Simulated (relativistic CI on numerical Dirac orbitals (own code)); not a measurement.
## Hyperfine structure of W¹⁷⁺, mass number 183

Calculated at this level of theory: Dirac-Coulomb-Breit CI, KLI orbitals optimised for each configuration, a model potential for QED, unscaled Slater integrals (own radial code, finite nucleus).

Configuration list (outside the closed core [Ar] 3d10): 4s2 4p6 4d10 4f11, 4s2 4p6 4d10 4f10 5s, 4s2 4p6 4d10 4f10 5p, 4s2 4p6 4d10 4f10 5d, 4s2 4p6 4d9 4f12, 4s2 4p6 4d10 4f10 6s, 4s2 4p5 4d10 4f12, 4s 4p6 4d10 4f11 5s, 4s 4p6 4d10 4f11 6s, 4p6 4d10 4f13, 4p6 4d9 4f14, 4p5 4d10 4f14. Double excitations out of closed p, d and f shells are left out; levels of such configurations are missing from the list, as are those of other unlisted configurations, and high levels can miss mixing partners.

Nuclear spin I = 1/2, μ = 0.11739 μN (tables of Stone and Pyykkö). The electronic factors are computed for point nuclear moments, without core polarisation or the Bohr-Weisskopf and QED corrections.

| Level | E (cm⁻¹) | A (MHz) |
| --- | --- | --- |
| 4s2 4p6 4d10 4f11 4I°_15/2 | 0.0 | 398.2 |
| 4s2 4p6 4d10 4f11 4I°_13/2 | 15784.6 | 461.2 |
| 4s2 4p6 4d10 4f11 4I°_11/2 | 22064.5 | 471.2 |
| 4s2 4p6 4d10 4f10 5s 6I_17/2 | 22277.7 | 4930 |
| 4s2 4p6 4d10 4f10 5s 6I_15/2 | 32675.0 | 1175 |
| 4s2 4p6 4d10 4f10 5s 6I_13/2 | 42255.1 | 853.1 |
| 4s2 4p6 4d10 4f11 4F°_7/2 | 43625.7 | 403.1 |
| 4s2 4p6 4d10 4f11 4F°_5/2 | 46462.6 | 413.5 |

Levels with J = 0, under 50 % of one LS term, or S terms without an open s electron are left out. Small factors come from cancelling terms and can be off by tens of per cent or more.

At this charge transitions that keep the count of f electrons are usually good to a few per cent. Terms inside the open d or f shell come out 10 to 20 % too wide with unscaled integrals. Levels that differ in their count of f electrons can be misplaced by several ten thousand cm⁻¹, since the correlation energy of f electrons is missing or only estimated; rates across such gaps can be off by orders of magnitude.

Give the hyperfine levels of 4s2 4p6 4d10 4f11 4I°_15/2 relative to its centre of gravity.

With K = F(F + 1) − I(I + 1) − J(J + 1), E = AK/2: F = 7: -1692, F = 8: 1493 MHz.

LS names give the leading component of a level, which can be under half, so a name can repeat, a term be missing and a line seem to break the LS rules.
